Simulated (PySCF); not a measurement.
# Correlation energy of Sm(44+) (samarium, charge +44)

[Ar], closed-shell 1S. Computed with PySCF 2.14 in an uncontracted even-tempered set (18 s from 9.2 bohr⁻², ratio 2.5; 12 p from 12 bohr⁻², ratio 2.5; 4 d from 52 bohr⁻², ratio 2.7; 4 f from 77 bohr⁻², ratio 2.7), with the spin-free X2C one-electron Hamiltonian (Gaussian nucleus). Frozen: 1s2; 16 electrons correlated; the 21 highest virtual orbitals of each spin left out.

MP2 pair energies summed by pair of shells (mhartree):

| pair | energy | share (%) |
| --- | --- | --- |
| 3p-3p | -189.18 | 28.7 |
| 2p-2p | -188.30 | 28.5 |
| 2p-3p | -123.34 | 18.7 |
| 2s-2p | -55.56 | 8.4 |
| 3s-3p | -34.10 | 5.2 |
| 2s-3p | -22.74 | 3.4 |
| 2p-3s | -20.22 | 3.1 |
| 2s-2s | -10.94 | 1.7 |
| 3s-3s | -8.87 | 1.3 |
| 2s-3s | -6.51 | 1.0 |

Total MP2 correlation energy: -659.76 mhartree.

At this charge the one-electron X2C treatment keeps the bare 1/r₁₂, with no two-electron picture change or Breit term. The effect here is smaller than on the frozen 1s shell; and a scalar Hamiltonian misses the large spin-orbit splitting of the p shells, which matters for ns² → np² pairs.
